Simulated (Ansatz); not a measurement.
Calculated with Ansatz (gas phase, PBE0-D4/def2-TZVP geometries, no zero-point term in ΔE). CCSD(T)/CBS is the MP2 limit (def2-TZVPP, def2-QZVPP) plus CCSD(T) − MP2 in def2-TZVPP, frozen cores. This one scheme is used for every species. Functionals use def2-TZVPP. Each species was taken in one conformer, which may not be the lowest.

Reaction (ligand exchange at the Si–S bond): `N[SiH2]S[SiH](N)O` + `BO` → `BO[SiH2]N` + `N[SiH](O)S`

```csv
level,ΔE (kJ/mol),difference from CCSD(T)/CBS
PBE-D4,4.9,20.6
r2SCAN-D4,-8.9,6.8
ωB97M-V,-15.8,-0.1
B2PLYP,-22.9,-7.2
HF/def2-TZVPP,-51.5,-35.8
MP2/def2-TZVPP,-12.7,3.0
CCSD(T)/def2-TZVPP,-17.4,-1.7
HF/def2-QZVPP,-54.0,-38.3
MP2/def2-QZVPP,-12.6,3.1
SCS-MP2/def2-QZVPP,-22.1,-6.4
CCSD(T)/CBS,-15.7,0
```

Largest T1 diagnostic among the species: 0.014.

From PBE to PBE0 (25 % exact exchange), in def2-TZVPP and without D4, ΔE moves by −5.6 kJ/mol. In def2-TZVPP, CCSD(T) changes the Hartree–Fock value by +34.2 kJ/mol (the triples alone add +7.0 kJ/mol) and MP2 by +38.9 kJ/mol. The D4 term adds +12.5 kJ/mol with B3LYP and +7.0 kJ/mol with PBE0; it sums over pairs of atoms, weighted by their polarisabilities, and B3LYP, whose exchange is more repulsive, gets the larger term.

B3LYP here is the variant with VWN-RPA as its local correlation; programs differ in this.
